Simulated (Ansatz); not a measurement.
Geometry optimisation, RKS PBE/def2-SVP in Ansatz 0.2.0.

The input (input.yaml):

```yaml
crystal:
  periodic: [false, false, false]
  atoms:
    - { symbol: B, position_ang: [-1.1697, -0.0383, -0.8291] }
    - { symbol: O, position_ang: [0.256, 0.1326, -1.0838] }
    - { symbol: Si, position_ang: [0.8486, -0.1031, 0.4577] }
    - { symbol: S, position_ang: [-0.8728, -0.9483, 0.8209] }
    - { symbol: H, position_ang: [-2.0697, 0.7857, -1.0791] }
    - { symbol: H, position_ang: [1.0627, 1.184, 1.1847] }
    - { symbol: H, position_ang: [-0.81975, -1.91624, 1.80308] }
basis:
  gaussian: { orbitals: def2-SVP }
hamiltonian:
  xc: pbe
relax:
  f_tol: 0.02
  max_steps: 50
```

Launched with:

```bash
$ ansatz run input.yaml --threads 1 --pin off --max-ram 2048MiB --backend cpu --events-out ev --progress --plain --runs-dir out
```

Where does it end, and by what steps?

The run converged. After 15 steps the energy has fallen by 3.963 eV; H7 moved furthest, 0.85 Å.

```
step  energy less start (eV)  largest force component (eV/Å)  accepted
   0                  0.0000                           7.491       yes
   1                 -2.2872                           3.831       yes
   2                 -3.0896                           2.378       yes
   3                 -3.6021                           1.252       yes
   4                 -3.8253                           0.842       yes
   5                 -3.8969                           0.659       yes
   6                 -3.9207                           0.327       yes
   7                 -3.9415                           0.388       yes
   8                 -3.9548                           0.276       yes
   9                 -3.9501                           0.562        no
  10                 -3.9613                           0.112       yes
  11                 -3.9531                           0.186        no
  12                 -3.9621                           0.101       yes
  13                 -3.9628                           0.035       yes
  14                 -3.9629                           0.034       yes
  15                 -3.9629                           0.017       yes
```

```xyz
7
Properties=species:S:1:pos:R:3
B -1.071 0.035 -0.534
O 0.123 0.379 -0.962
Si 1.287 -0.161 0.374
S -0.983 -0.523 1.352
H -2.123 0.002 -1.136
H 1.238 1.200 1.116
H -1.236 -1.835 1.064
```

Whether the end is a true minimum wasn't checked by a vibrational analysis.

The run took 45 s on 1 thread of Arm Neoverse V2, with other jobs on the host, peak memory 0.14 GiB.
